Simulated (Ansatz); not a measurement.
`C[SiH2][O][GeH3]` + HCl → `Cl[SiH2][O][GeH3]` + CH₄ at 298.15 K and 1 bar (ligand exchange at the Si–C bond).

Gas-phase electronic energies from Ansatz, PBE0-D4/def2-TZVP geometries. CCSD(T)/CBS adds triple-zeta CCSD(T) − MP2 to the extrapolated MP2 energy (def2 sets, frozen cores). This one scheme is used for every species. For Ge outer-core shells are correlated without core-valence functions, which leaves a few kJ/mol of doubt a bond. Scalar relativity is left out up to krypton. One conformer a species, not always the lowest.

| species | CCSD(T)/CBS energy (Eh) | H − E (kJ/mol) | S (J/(mol·K)) |
| --- | --- | --- | --- |
| `C[SiH2][O][GeH3]` | -2483.29571 | 237.6 | 381.1 |
| HCl | -460.38127 | 26.6 | 186.8 |
| `Cl[SiH2][O][GeH3]` | -2903.25837 | 144.9 | 370.3 |
| CH₄ | -40.46206 | 127.4 | 186.2 |

H − E and S are ideal-gas, rigid-rotor, harmonic terms from PBE0-D4/def2-TZVP, for one conformer and one mirror image of each species. 1 Eh = 2625.50 kJ/mol, R = 8.31446 J/(mol·K).

Problem. By hand: ΔE, ΔH, ΔS and ΔG.

Solution. ΔE = (-2903.25837) + (-40.46206) − (-2483.29571) − (-460.38127) = -0.04345 Eh = -114.1 kJ/mol. Δ(H − E) = 144.9 + 127.4 − 237.6 − 26.6 = 8.1, so ΔH = -106.0 kJ/mol. ΔS = 370.3 + 186.2 − 381.1 − 186.8 = -11.4 J/(mol·K). ΔG = -106.0 − 298.15 × (-11.4)/1000 = -102.6 kJ/mol.

Problem. By hand: the equilibrium constant, and the temperature at which ΔG would vanish if ΔH and ΔS stayed fixed.

Solution. log₁₀ K = −ΔG/(RT ln 10) = 18.0. ΔG = 0 at ΔH/ΔS = 9298 K, far beyond where these terms or the molecules hold.

The number of gas molecules stays the same, so ΔS is small and ΔH decides. A doubt of 5 kJ/mol in ΔE shifts log₁₀ K by 0.9 here. Other conformers and mirror images would add mixing entropy, several J/(mol·K) or more a flexible species. Modes under 60 cm⁻¹, often nearly free rotors, make the harmonic entropy too high. These are equilibria of isolated gas molecules and say nothing of rates. Largest T1 diagnostic: 0.011 (customary marks: 0.02 for closed shells, 0.045 for open ones).
